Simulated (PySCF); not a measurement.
# Unknown compound

The spectra below were simulated for a compound C$_{6}$H$_{3}$N.

1H NMR (600 MHz, computed): δ 6.12 (dd, J = 9.2, 4.1 Hz, 1H), 5.59 (dd, J = 9.2, 2.7 Hz, 1H), 2.99 (dd, J = 4.1, 2.7 Hz, 1H).

13C{1H} NMR (computed): δ 245.2 (C), 115.0 (C), 97.2 (CH), 86.4 (CH), 75.1 (C), 75.0 (CH).

- J: B3LYP/pcJ-1 (spin–dipole term only in couplings to heteroatoms)
- GFN2-xTB structure
- shielding tensors at PBE0/pcSseg-1 (GIAO)
- program: PySCF 2.14.0 with density-fitted response routines
- no solvent, relativity neglected, a single conformation

Referencing at the same level of theory: 1H (31.72 ppm) and 13C (186.93 ppm) against TMS.

Which candidate is it?
A. CC#CC#CC#N
B. C#C[C@@H]1C=C1C#N
C. C#CC1(C#N)C=C1
D. C#CC=C=CC#N

Results:

D. 

1. Rings plus π bonds: 6 (no ring in the answer).
2. 6 carbon signals for 6 carbons: no two carbons are equivalent.
3. Carbon types of the structure: 3 × C, 3 × CH, which accounts for all hydrogens.
4. δC 245.2: central carbon of an allene; the central sp carbon of an allene is among the most deshielded carbons of hydrocarbons.
5. δC 115.0: nitrile carbon; typical of a nitrile.
6. δC 97.2: terminal alkyne carbon; the triple bond shields along its axis, which puts it between sp3 and sp2 carbons.
7. δC 86.4, 75.0: terminal carbon of a cumulated C=C=C unit.
8. δC 75.1: alkyne carbon; the triple bond shields along its axis, which puts it between sp3 and sp2 carbons.

The others: C#C[C@@H]1C=C1C#N has carbons computed at 133.3, 114.5, 108.5, 90.3, 71.9, 14.9; C#CC1(C#N)C=C1 would give 5 carbon signals, not 6; CC#CC#CC#N would give 1 signal for carbon-bound and other non-exchanging H, not 3.

Splittings below 1 Hz are ignored in the labels, and close J values are merged. Shifts are as computed. Against solution values, carbons near 30 ppm lie about +3 ppm off and those near 130 ppm about +5 ppm. Of 1211 compounds with measured shifts, 218 miss one by over three times the rms of a fit or turn the order of signals round; such compounds aren't used in these exercises.
